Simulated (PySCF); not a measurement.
# Atomic charges against the basis set

Species: CH₇PSSi.
Bonds: C1–S2, S2–Si3, Si3–P4. Hydrogens: H5, H6, H7 on C1; H8, H9 on Si3; H10, H11 on P4.

PBE0 throughout (PySCF), one geometry, spherical d and f functions. Geometry: PBE0-D3(BJ)/def2-SVP, one conformer, isolated molecule. Atoms taken as equivalent share a column and are averaged.

Mulliken charges (e):

| basis | functions | C1 | S2 | Si3 | P4 | H5/H6/H7 | H8/H9 | H10/H11 |
| --- | --- | --- | --- | --- | --- | --- | --- | --- |
| STO-3G | 39 | -0.317 | -0.032 | +0.342 | +0.152 | +0.083 | -0.116 | -0.080 |
| 6-31G | 62 | -0.752 | -0.070 | +0.417 | -0.102 | +0.217 | -0.078 | +0.006 |
| pcSseg-0 | 62 | -0.907 | -0.204 | +0.379 | -0.325 | +0.285 | -0.008 | +0.108 |
| 6-31G* | 82 | -0.694 | -0.113 | +0.328 | -0.188 | +0.220 | -0.046 | +0.048 |
| cc-pVDZ | 103 | -0.199 | -0.182 | +0.202 | -0.120 | +0.089 | -0.029 | +0.043 |
| def2-SVP | 103 | -0.185 | -0.266 | +0.325 | -0.112 | +0.096 | -0.051 | +0.026 |
| aug-cc-pVDZ | 167 | +0.212 | -0.092 | -0.161 | -0.999 | -0.142 | +0.313 | +0.420 |
| 6-311+G(2d,p) | 174 | -0.640 | +0.043 | +0.195 | -0.226 | +0.180 | -0.042 | +0.085 |
| def2-TZVP | 184 | -0.358 | -0.195 | +0.177 | -0.234 | +0.150 | -0.013 | +0.092 |
| cc-pVTZ | 230 | -0.286 | -0.177 | +0.203 | -0.139 | +0.120 | -0.026 | +0.046 |
| IGLO-III | 237 | -0.550 | -0.252 | +0.733 | -0.049 | +0.165 | -0.152 | -0.037 |

IAO charges (e):

| basis | functions | C1 | S2 | Si3 | P4 | H5/H6/H7 | H8/H9 | H10/H11 |
| --- | --- | --- | --- | --- | --- | --- | --- | --- |
| STO-3G | 39 | -0.489 | -0.053 | +0.434 | +0.051 | +0.131 | -0.118 | -0.050 |
| 6-31G | 62 | -0.513 | -0.148 | +0.359 | -0.097 | +0.169 | -0.075 | +0.020 |
| pcSseg-0 | 62 | -0.507 | -0.145 | +0.329 | -0.117 | +0.168 | -0.065 | +0.033 |
| 6-31G* | 82 | -0.495 | -0.162 | +0.482 | -0.077 | +0.160 | -0.114 | -0.001 |
| cc-pVDZ | 103 | -0.491 | -0.161 | +0.485 | -0.090 | +0.159 | -0.115 | +0.005 |
| def2-SVP | 103 | -0.482 | -0.158 | +0.493 | -0.082 | +0.155 | -0.120 | +0.001 |
| aug-cc-pVDZ | 167 | -0.497 | -0.170 | +0.491 | -0.099 | +0.162 | -0.114 | +0.008 |
| 6-311+G(2d,p) | 174 | -0.506 | -0.167 | +0.511 | -0.087 | +0.163 | -0.122 | +0.002 |
| def2-TZVP | 184 | -0.508 | -0.165 | +0.520 | -0.088 | +0.163 | -0.125 | +0.001 |
| cc-pVTZ | 230 | -0.506 | -0.167 | +0.510 | -0.094 | +0.163 | -0.121 | +0.004 |
| IGLO-III | 237 | -0.509 | -0.161 | +0.513 | -0.086 | +0.163 | -0.124 | +0.001 |

Hirshfeld charges (e):

| basis | functions | C1 | S2 | Si3 | P4 | H5/H6/H7 | H8/H9 | H10/H11 |
| --- | --- | --- | --- | --- | --- | --- | --- | --- |
| STO-3G | 39 | -0.047 | -0.095 | +0.285 | +0.077 | +0.015 | -0.087 | -0.045 |
| 6-31G | 62 | -0.093 | -0.126 | +0.221 | -0.009 | +0.050 | -0.070 | -0.002 |
| pcSseg-0 | 62 | -0.102 | -0.107 | +0.247 | -0.003 | +0.043 | -0.076 | -0.006 |
| 6-31G* | 82 | -0.088 | -0.127 | +0.223 | -0.017 | +0.051 | -0.072 | +0.001 |
| cc-pVDZ | 103 | -0.106 | -0.095 | +0.233 | -0.004 | +0.048 | -0.080 | -0.006 |
| def2-SVP | 103 | -0.110 | -0.087 | +0.236 | -0.001 | +0.047 | -0.083 | -0.008 |
| aug-cc-pVDZ | 167 | -0.125 | -0.086 | +0.237 | -0.009 | +0.050 | -0.077 | -0.007 |
| 6-311+G(2d,p) | 174 | -0.117 | -0.089 | +0.234 | -0.004 | +0.050 | -0.077 | -0.008 |
| def2-TZVP | 184 | -0.118 | -0.089 | +0.231 | -0.009 | +0.051 | -0.078 | -0.006 |
| cc-pVTZ | 230 | -0.119 | -0.091 | +0.232 | -0.008 | +0.051 | -0.077 | -0.007 |
| IGLO-III | 237 | -0.126 | -0.076 | +0.231 | -0.003 | +0.049 | -0.078 | -0.008 |

Some averages cover members that differ in this geometry, most widely: H10/H11, Mulliken in aug-cc-pVDZ +0.393 to +0.448 e.

Which scheme is steadiest as the basis changes?

Largest range over the bases for any column: Hirshfeld 0.09 e, IAO 0.19 e, Mulliken 1.15 e. Hirshfeld charges move least and Mulliken charges most, counted in e. Without the minimal STO-3G basis the ranges are Hirshfeld 0.05, IAO 0.19, Mulliken 1.12 e.

How much do the charges still move between the two largest bases, cc-pVTZ and IGLO-III?

At most, over all atoms: Mulliken 0.530 e, IAO 0.008 e, Hirshfeld 0.014 e.

What do the same runs give for the total energy, the frontier levels and the dipole moment?

| basis | energy (Eh) | HOMO (eV) | LUMO (eV) | μ (D) |
| --- | --- | --- | --- | --- |
| STO-3G | -1058.8590 | -3.26 | 5.53 | 1.44 |
| 6-31G | -1070.7665 | -6.90 | 0.03 | 2.93 |
| pcSseg-0 | -1069.5959 | -7.12 | -0.07 | 3.14 |
| 6-31G* | -1070.8702 | -6.88 | 0.12 | 2.29 |
| cc-pVDZ | -1070.9336 | -6.85 | 0.27 | 1.91 |
| def2-SVP | -1070.5790 | -6.88 | 0.32 | 2.02 |
| aug-cc-pVDZ | -1070.9425 | -6.95 | -0.41 | 1.89 |
| 6-311+G(2d,p) | -1070.9770 | -6.96 | -0.37 | 1.89 |
| def2-TZVP | -1070.9835 | -6.96 | -0.08 | 1.83 |
| cc-pVTZ | -1070.9938 | -6.96 | -0.02 | 1.83 |
| IGLO-III | -1070.9797 | -6.89 | -0.07 | 1.68 |

The dipole is fixed by the density alone, so its range of 1.70 D shows that the density itself changes with the basis, not only its division among atoms.
